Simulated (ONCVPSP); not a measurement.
## Plane-wave convergence, ONCV potential for aluminium (Al)

* Element: Al
* Generator: ONCVPSP 4.0.1
* Type: optimised norm-conserving Vanderbilt (ONCV)
* Functional: PBEsol
* Relativity: non-relativistic
* Frozen core: [He]
* Valence charge: 11
* Reference configuration: 2s2 2p6 3s1.5 (charge +1.5)
* Partial waves: 2s+3s: rc 1.00 bohr, ncon 4, nbas 7, qcut 10.2 1/bohr, 2 projectors; 2p: rc 1.00 bohr, ncon 4, nbas 9, qcut 17.4 1/bohr, 1 projector
* Local potential: polynomial inside 0.95 bohr (lpopt 5, dvloc0 2 Ha)
* Core correction: Teter function, fcfact 6, rcfact 1.2

Problem. For each optimised wave give the share of its norm inside rc, the residual kinetic energy above qcut (Ha) and the cutoffs (Ha) for errors of 10, 1, 0.1 and 0.01 mHa per electron.

Solution.

```csv
wave,norm inside rc,residual KE,10 mHa,1 mHa,0.1 mHa,0.01 mHa
2s,0.905,1.4e-05,18.7,24.1,37.4,61.4
3s,0.042,1.7e-05,13.7,19.6,38.4,58.3
2p,0.894,7.0e-09,78.0,95.8,110.9,123.4
```

The occupied waves need 96 Ha and 111 Ha for 1 and 0.1 mHa. Its largest configuration-test error is -327 meV.
